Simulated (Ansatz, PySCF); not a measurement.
CH8GeSi, SMILES [CH2]([SiH3])[GeH3].

Geometry optimised at B3LYP-D3(BJ)/def2-SVP.

Vertical ionisation energy (IE) and electron affinity (EA) in eV. Rows of orbital energies are one-electron estimates. Where ΔSCF, EOM or ADC give a negative EA the extra electron is unbound and the value depends on the basis.

```
level                                                                   IE     EA
-------------------------------------------------------------------  -----  -----
−ε(HOMO), −ε(LUMO), CAM-B3LYP/def2-TZVP (PySCF)                       9.92  -1.19
−ε(HOMO), −ε(LUMO), PBE/def2-TZVP (PySCF)                             7.40   0.48
ΔSCF, PBE0/def2-SVPD (Ansatz), final states of multiplicity 2 and 2  10.56  -1.32
ΔSCF, PBE/def2-SVPD (Ansatz), final states of multiplicity 2 and 2     [?]    [?]
```

Task: What belongs in the gaps? (An estimate is asked for; the answer gives what the named calculation found.)

Result: 
- ΔSCF, PBE/def2-SVPD (Ansatz, a quantum-chemistry and plane-wave program), final states of multiplicity 2 and 2, IE: 10.28
- ΔSCF, PBE/def2-SVPD (Ansatz), final states of multiplicity 2 and 2, EA: -1.15

Task: What vertical singlet–triplet gap does ΔSCF give with PBE0/def2-SVPD (Ansatz) and with PBE/def2-SVPD (Ansatz)? (An estimate is asked for; the answer gives what the named calculation found.)

Result: 7.24 and 6.82 eV (triplet above singlet where positive).
